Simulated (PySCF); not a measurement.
PySCF input file for C2H7AlS, SMILES [CH3][Al]([CH3])[SH], B3LYP-D3(BJ)/def2-SVP. Geometry optimised at B3LYP-D3(BJ)/def2-SVP. The geometry has at least one imaginary mode, so it is a saddle point at that level. Other conformers were not sampled.

```python
import numpy as np
from pyscf import gto, scf, dft, df
from pyscf.hessian import thermo

mol = gto.M(
    atom='''
    Al   -0.33165763    0.24966475   -0.06886555
    C    -2.10507232   -0.54892375   -0.26620306
    H    -2.09555863   -1.64695404   -0.17861153
    H    -2.54345106   -0.29250269   -1.24705969
    H    -2.79912566   -0.15565609    0.49775386
    C     0.05020932    2.16897055   -0.16902994
    H     0.75730244    2.39233850   -0.98713205
    H     0.52182290    2.53189457    0.76095899
    H    -0.85810276    2.76997393   -0.33972431
    S     1.33543816   -1.14836317    0.29038287
    H     2.29082962   -0.19120593    0.35433890
    ''',
    basis='def2-SVP',
    charge=0,
    spin=0,
    max_memory=1600,
    verbose=3,
)
mf = dft.RKS(mol, xc='b3lyp').density_fit(auxbasis='def2-universal-jkfit')
mf.disp = 'd3bj'
mf.grids.level = 3
mf.conv_tol = 1e-11
mf.max_cycle = 100
mf.kernel()

# analytic Hessian; the response equations are solved on a coarser grid
h, args, fine = mf.Hessian(), (mf.mo_energy, mf.mo_coeff, mf.mo_occ), mf.grids
h.max_memory = max(150, 2.5e-5 * df.make_auxmol(mol, mf.with_df.auxbasis).nao * mol.nelec[0] * (mol.nelec[0] + mol.nao))  # MB; small integral blocks
h1ao = h.make_h1(mf.mo_coeff, mf.mo_occ)
mf.grids = dft.Grids(mol).set(level=1).build(with_non0tab=True)
mo1, mo_e1 = h.solve_mo1(*args, h1ao)
mf.grids = fine
hess = h.hess_elec(*args, mo1, mo_e1, h1ao) + h.hess_nuc()
if mf.do_disp():
    hess += h.get_dispersion()
for i in range(mol.natm):  # the analytic DFT Hessian lacks the response of the grid: restore translational invariance
    hess[i, i] -= hess[i].sum(axis=0)
hess = (hess + hess.transpose(1, 0, 3, 2)) / 2
vib = thermo.harmonic_analysis(mol, hess, imaginary_freq=False)
thermo.dump_normal_mode(mol, vib)
th = thermo.thermo(mf, vib['freq_au'][vib['freq_au'] > 0], 298.15, 101325)
thermo.dump_thermo(mol, th)
g0 = mf.nuc_grad_method().set(verbose=0).kernel()

# dipole derivatives [dipole axis, atom, xyz] from the same response
r, irp = mol.intor('int1e_r'), mol.intor('int1e_irp').reshape(3, 3, mol.nao, mol.nao)
sl, dm0, ok = mol.aoslice_by_atom(), np.array(mf.make_rdm1()), []
dmu = np.einsum('a,xt->xat', mol.atom_charges(), np.eye(3))
for a, (_, _, p0, p1) in enumerate(sl):
    dmu[:, a] += 2 * np.einsum('xtij,ij->xt', irp[:, :, :, p0:p1], dm0.reshape(-1, mol.nao, mol.nao).sum(0)[:, p0:p1])
    for u, c, occ, f in [(mo1, mf.mo_coeff, mf.mo_occ, 4)]:
        dmu[:, a] -= f * np.einsum('tui,xuv,vi->xt', u[a], r, c[:, occ > 0], optimize=True)
L = vib['norm_mode']
ir = 974.8801 * (np.einsum('xat,kat->kx', dmu, L) ** 2).sum(1)       # km/mol
apt = np.einsum('xax->a', dmu) / 3

# polarisability derivatives from nuclear gradients in small electric fields
h0, F = mf.get_hcore(), 0.005
def in_field(f, guess):
    m = mf.copy()
    m.verbose, m.conv_tol, m.conv_tol_grad = 0, 1e-11, 2e-7
    m.get_hcore = lambda *a: h0 + np.einsum('x,xij->ij', f, r)
    m.kernel(guess)
    ok.append(m.converged)
    dm = np.array(m.make_rdm1())
    g = m.nuc_grad_method().kernel() - np.outer(mol.atom_charges(), f)
    for a, (_, _, p0, p1) in enumerate(sl):
        g[a] -= 2 * np.einsum('x,xtij,ij->t', f, irp[:, :, :, p0:p1], dm[:, p0:p1])
    return g, -np.einsum('xij,ij->x', r, dm), dm
E = np.eye(3) * F
g0, _, dm0 = in_field(np.zeros(3), dm0)
gp = [in_field(e, dm0) for e in E]
gm = [in_field(-e, 2 * dm0 - p[2]) for e, p in zip(E, gp)]
alpha = np.array([(p[1] - q[1]) / (2 * F) for p, q in zip(gp, gm)])  # bohr^3
check = abs(np.array([-(p[0] - q[0]) / (2 * F) for p, q in zip(gp, gm)]) - dmu).max()
print('static polarisability / bohr^3:', alpha.round(3))
print('largest difference of analytic and finite-field dipole derivatives / e:', check)
da = np.zeros((3, 3, mol.natm, 3))
for x in range(3):
    da[x, x] = -(gp[x][0] + gm[x][0] - 2 * g0) / F**2
for x, y in ((0, 1), (0, 2), (1, 2)):
    up, down = in_field(E[x] + E[y], gp[x][2] + gp[y][2] - dm0), in_field(-E[x] - E[y], gm[x][2] + gm[y][2] - dm0)
    both = -(up[0] + down[0] - 2 * g0) / F**2
    da[x, y] = da[y, x] = (both - da[x, x] - da[y, y]) / 2
aq = np.einsum('xyat,kat->kxy', da, L) * 0.529177210903**2           # A^2/amu^1/2
a = np.einsum('kxx->k', aq) / 3
g2 = 1.5 * (aq**2).sum((1, 2)) - 4.5 * a**2
raman, depol = 45 * a**2 + 7 * g2, 3 * g2 / (45 * a**2 + 4 * g2 + 1e-12)
print('mode   freq/cm-1   IR/(km/mol)   Raman/(A^4/amu)   depolarisation')
for k, w in enumerate(vib['freq_wavenumber']):
    print(f'{k + 1:4d} {w:11.2f} {ir[k]:13.3f} {raman[k]:17.3f} {depol[k]:16.3f}')
print('max |gradient| / (hartree/bohr):', abs(g0).max())
print('APT charges:', apt.round(4))
```

Program output:

```
converged SCF energy = -720.902485781481

WARN: DFTD3 does not support analytical Hessian, using finite difference


WARN: Mole.unit (angstrom) is changed to Bohr

Mode                                 0                   1                   2
Irrep
Freq [cm^-1]                      -35.2638             56.1070            146.7714
Reduced mass [au]                   1.0281              1.0351              3.6882
Force const [Dyne/A]               -0.0008              0.0019              0.0468
Char temp [K]                     -50.7367             80.7254            211.1713
Normal mode                   x     y     z       x     y     z       x     y     z
       0  Al                -0.00  0.00  0.01    0.00 -0.00 -0.02    0.05  0.07  0.00
       1   C                 0.01 -0.00 -0.03   -0.00  0.00  0.01    0.11 -0.06  0.02
       2   H                 0.02 -0.01 -0.11    0.07 -0.04 -0.50    0.24 -0.06  0.04
       3   H                -0.01  0.07 -0.01   -0.28  0.45  0.25    0.07 -0.14  0.02
       4   H                 0.01 -0.07  0.01    0.18 -0.40  0.39    0.07 -0.13  0.02
       5   C                -0.00 -0.00 -0.00    0.00 -0.00 -0.02   -0.06  0.09 -0.02
       6   H                -0.44  0.03 -0.38    0.06 -0.01  0.03   -0.09  0.15 -0.02
       7   H                 0.52 -0.08 -0.24   -0.07  0.01  0.01   -0.09  0.15 -0.02
       8   H                -0.07  0.04  0.52    0.01 -0.01 -0.09   -0.12  0.00 -0.02
       9   S                -0.00  0.00  0.01   -0.00  0.00  0.02   -0.06 -0.06 -0.00
      10   H                -0.01  0.00  0.06   -0.01  0.00  0.06    0.07 -0.20  0.03
Mode                                 3                   4                   5
Irrep
Freq [cm^-1]                      156.5193            175.8593            290.3747
Reduced mass [au]                   2.5388              3.1687              1.0485
Force const [Dyne/A]                0.0366              0.0577              0.0521
Char temp [K]                     225.1964            253.0224            417.7846
Normal mode                   x     y     z       x     y     z       x     y     z
       0  Al                 0.05 -0.03  0.01    0.02 -0.01 -0.14   -0.00  0.00  0.00
       1   C                -0.02  0.13 -0.01   -0.01  0.01  0.07   -0.00  0.00  0.01
       2   H                -0.19  0.12 -0.04   -0.03  0.02  0.22   -0.01  0.01  0.09
       3   H                 0.03  0.22 -0.01   -0.15 -0.11  0.10   -0.06 -0.05  0.03
       4   H                 0.03  0.22 -0.01    0.12  0.13  0.12    0.05  0.06  0.04
       5   C                -0.14  0.01 -0.02   -0.01  0.01  0.07    0.00 -0.00 -0.01
       6   H                -0.19  0.11 -0.04   -0.03  0.19  0.10    0.01 -0.06 -0.02
       7   H                -0.20  0.11 -0.04    0.00 -0.17  0.14   -0.00  0.06 -0.03
       8   H                -0.25 -0.16 -0.03   -0.03  0.02  0.22    0.01 -0.00 -0.06
       9   S                 0.04 -0.04  0.01   -0.01  0.00  0.04    0.00 -0.00 -0.03
      10   H                 0.05 -0.05  0.01   -0.01  0.00  0.04   -0.14  0.08  0.94
Mode                                 6                   7                   8
Irrep
Freq [cm^-1]                      432.5290            582.1373            582.5545
Reduced mass [au]                   6.4391              1.1964              1.4361
Force const [Dyne/A]                0.7098              0.2389              0.2871
Char temp [K]                     622.3129            837.5659            838.1663
Normal mode                   x     y     z       x     y     z       x     y     z
       0  Al                 0.06 -0.05  0.01    0.01 -0.01  0.00   -0.05  0.04 -0.01
       1   C                 0.10  0.03  0.01   -0.03  0.00  0.07    0.07  0.01  0.03
       2   H                 0.01  0.03 -0.00    0.05 -0.02 -0.17   -0.08  0.01 -0.07
       3   H                 0.13  0.09  0.02    0.34  0.11 -0.08    0.25  0.17 -0.01
       4   H                 0.13  0.09  0.01   -0.39 -0.20 -0.16    0.02  0.07 -0.05
       5   C                -0.01 -0.11  0.01    0.03  0.02 -0.07   -0.07 -0.07 -0.03
       6   H                -0.03 -0.07 -0.00    0.05  0.48  0.08    0.07 -0.16  0.07
       7   H                -0.03 -0.06  0.00   -0.12 -0.28  0.13    0.03 -0.41  0.06
       8   H                -0.05 -0.17  0.01   -0.07 -0.06  0.18    0.13  0.24  0.06
       9   S                -0.09  0.07 -0.02   -0.00 -0.00 -0.00    0.01  0.00  0.00
      10   H                -0.10  0.08 -0.02   -0.13  0.12  0.10    0.37 -0.36  0.12
Mode                                 9                  10                  11
Irrep
Freq [cm^-1]                      605.8393            643.1231            682.4944
Reduced mass [au]                   1.9681              1.6902              1.3897
Force const [Dyne/A]                0.4256              0.4119              0.3814
Char temp [K]                     871.6679            925.3109            981.9574
[...]
       4   H                 0.36  0.28  0.23    0.26 -0.37  0.45   -0.04  0.02 -0.06
       5   C                -0.00  0.00 -0.00   -0.01  0.00 -0.00   -0.06  0.02 -0.01
       6   H                 0.00 -0.02 -0.01    0.07  0.02  0.07    0.46  0.06  0.44
       7   H                -0.00 -0.02  0.01    0.09  0.00 -0.05    0.54  0.02 -0.31
       8   H                -0.01 -0.02 -0.00   -0.03 -0.04 -0.01   -0.23 -0.27  0.01
       9   S                -0.00  0.00 -0.00   -0.00 -0.00  0.00    0.00  0.00 -0.00
      10   H                -0.01  0.01 -0.00   -0.01  0.01 -0.00    0.00 -0.00  0.00
Mode                                18                  19                  20
Irrep
Freq [cm^-1]                     1428.2068           1430.0519           2667.6485
Reduced mass [au]                   1.0562              1.0530              1.0382
Force const [Dyne/A]                1.2693              1.2688              4.3530
Char temp [K]                    2054.8716           2057.5263           3838.1523
Normal mode                   x     y     z       x     y     z       x     y     z
       0  Al                -0.00  0.00  0.00   -0.00  0.00  0.00    0.00  0.00  0.00
       1   C                -0.01  0.00  0.06   -0.00  0.00  0.02   -0.00 -0.00  0.00
       2   H                 0.10 -0.05 -0.68    0.03 -0.02 -0.20   -0.00 -0.00 -0.00
       3   H                -0.09 -0.43 -0.03   -0.03 -0.12 -0.01    0.00 -0.00 -0.00
       4   H                 0.10  0.42 -0.07    0.03  0.13 -0.03    0.00 -0.00  0.00
       5   C                -0.00 -0.00 -0.02   -0.01  0.01  0.06   -0.00  0.00 -0.00
       6   H                 0.12 -0.08  0.07   -0.27  0.32 -0.10   -0.00 -0.00  0.00
       7   H                -0.05  0.09 -0.03    0.33 -0.32 -0.00   -0.00 -0.00  0.00
       8   H                -0.05 -0.00  0.21    0.08 -0.07 -0.68    0.00  0.00  0.00
       9   S                 0.00  0.00 -0.00    0.00 -0.00 -0.00    0.02  0.02  0.00
      10   H                 0.00 -0.00 -0.00   -0.00  0.00  0.01   -0.70 -0.69 -0.05
Mode                                21                  22                  23
Irrep
Freq [cm^-1]                     3013.1643           3014.5971           3089.4164
Reduced mass [au]                   1.0367              1.0361              1.0987
Force const [Dyne/A]                5.5455              5.5476              6.1784
Char temp [K]                    4335.2725           4337.3340           4444.9824
Normal mode                   x     y     z       x     y     z       x     y     z
       0  Al                 0.00  0.00  0.00    0.00 -0.00  0.00   -0.00  0.00  0.00
       1   C                -0.05 -0.01 -0.01   -0.02 -0.00 -0.00   -0.01  0.01  0.09
       2   H                -0.02  0.43 -0.04   -0.01  0.16 -0.01   -0.00  0.00  0.02
       3   H                 0.21 -0.14  0.52    0.08 -0.05  0.19   -0.28  0.16 -0.59
       4   H                 0.35 -0.21 -0.41    0.13 -0.08 -0.15    0.43 -0.24 -0.46
       5   C                -0.01 -0.02  0.00    0.02  0.04 -0.00   -0.00  0.00  0.00
       6   H                 0.13  0.03 -0.15   -0.36 -0.10  0.42    0.00  0.00 -0.00
       7   H                 0.08  0.06  0.17   -0.23 -0.17 -0.47   -0.00 -0.00 -0.00
       8   H                -0.15  0.09 -0.03    0.41 -0.25  0.08   -0.00  0.00  0.00
       9   S                -0.00 -0.00  0.00   -0.00  0.00 -0.00   -0.00  0.00  0.00
      10   H                -0.00  0.00 -0.00    0.00  0.00 -0.00   -0.00  0.00  0.00
Mode                                24                  25                  26
Irrep
Freq [cm^-1]                     3094.6846           3110.3672           3117.9653
Reduced mass [au]                   1.0990              1.1015              1.1010
Force const [Dyne/A]                6.2014              6.2783              6.3066
Char temp [K]                    4452.5622           4475.1259           4486.0579
Normal mode                   x     y     z       x     y     z       x     y     z
       0  Al                -0.00  0.00  0.00    0.00 -0.00  0.00   -0.00  0.00 -0.00
       1   C                 0.00 -0.00 -0.00   -0.00 -0.00 -0.00   -0.03  0.08 -0.01
       2   H                -0.00 -0.00  0.00    0.00  0.00 -0.00    0.01 -0.84  0.07
       3   H                 0.00 -0.00  0.00   -0.00 -0.00 -0.00    0.12 -0.06  0.28
       4   H                -0.00  0.00  0.00   -0.00 -0.00  0.00    0.20 -0.10 -0.22
       5   C                -0.01  0.01  0.09    0.08 -0.02  0.01    0.00 -0.00  0.00
       6   H                 0.44  0.14 -0.49   -0.21 -0.07  0.26   -0.00 -0.00  0.00
       7   H                -0.29 -0.22 -0.56   -0.14 -0.12 -0.31   -0.00 -0.00 -0.00
       8   H                 0.01 -0.01  0.02   -0.66  0.44 -0.12   -0.00 -0.00  0.00
       9   S                 0.00 -0.00 -0.00   -0.00  0.00 -0.00    0.00 -0.00  0.00
      10   H                -0.00  0.00  0.00   -0.00  0.00 -0.00   -0.00 -0.00 -0.00
temperature 298.1500 [K]
pressure 101325.00 [Pa]
Rotational constants [GHz] 4.83889 2.93943 1.87134
Symmetry number 1
Zero-point energy (ZPE) 0.07994 [Eh]   209873.171 [J/mol]
                           tot       elec      trans        rot        vib
Entropy [J/mol/K]       350.056      0.000    164.883    112.520     72.653
Cv [J/mol/K]            100.199      0.000     12.472     12.472     75.256
Cp [J/mol/K]            108.514      0.000     20.786     12.472     75.256
Internal energy [J/mol]                      3718.434   3718.434 221481.414
Internal energy [Eh]   -720.81530  -720.90249
Enthalpy [J/mol]                             6197.391   3718.434 221481.414
Enthalpy [Eh]          -720.81435
Gibbs free energy [J/mol]                  -42962.358 -29829.403 199819.863
Gibbs free energy [Eh] -720.85410
static polarisability / bohr^3: [[70.297 -2.831  3.684]
 [-2.829 65.514 -1.938]
 [ 3.689 -1.941 47.545]]
largest difference of analytic and finite-field dipole derivatives / e: 0.001337005278435388
mode   freq/cm-1   IR/(km/mol)   Raman/(A^4/amu)   depolarisation
   1      -35.26         0.003             0.031            0.750
   2       56.11         0.013             0.089            0.750
   3      146.77         7.232             2.041            0.718
   4      156.52         3.176             2.489            0.749
   5      175.86         7.728             0.301            0.750
   6      290.37        17.497             1.586            0.750
   7      432.53        14.982            23.062            0.103
   8      582.14         1.092             1.094            0.621
   9      582.55         8.902             5.860            0.534
  10      605.84        25.715             8.546            0.204
  11      643.12        10.857             9.128            0.744
  12      682.49        63.140             1.631            0.750
  13      730.58        93.769             0.861            0.715
  14      749.72       157.932             0.125            0.662
  15     1217.16        22.505             1.265            0.042
  16     1217.49        20.136             1.240            0.067
  17     1425.12         0.591            12.180            0.748
  18     1427.58         0.132            10.782            0.743
  19     1428.21         0.989            12.182            0.750
  20     1430.05         3.626             6.670            0.750
  21     2667.65         2.516           140.593            0.295
  22     3013.16         4.857            52.386            0.018
  23     3014.60         2.795           220.166            0.001
  24     3089.42         7.509            95.415            0.750
  25     3094.68         6.004            87.802            0.750
  26     3110.37         9.385           107.068            0.728
  27     3117.97         6.297            95.433            0.731
max |gradient| / (hartree/bohr): 3.6111017154897315e-05
APT charges: [ 1.27   -0.4201  0.0126  0.0079  0.0079 -0.4215  0.0067  0.0067  0.005
 -0.5122  0.0371]
```

Self-consistency was reached. The end point has an imaginary mode, so it is no minimum.
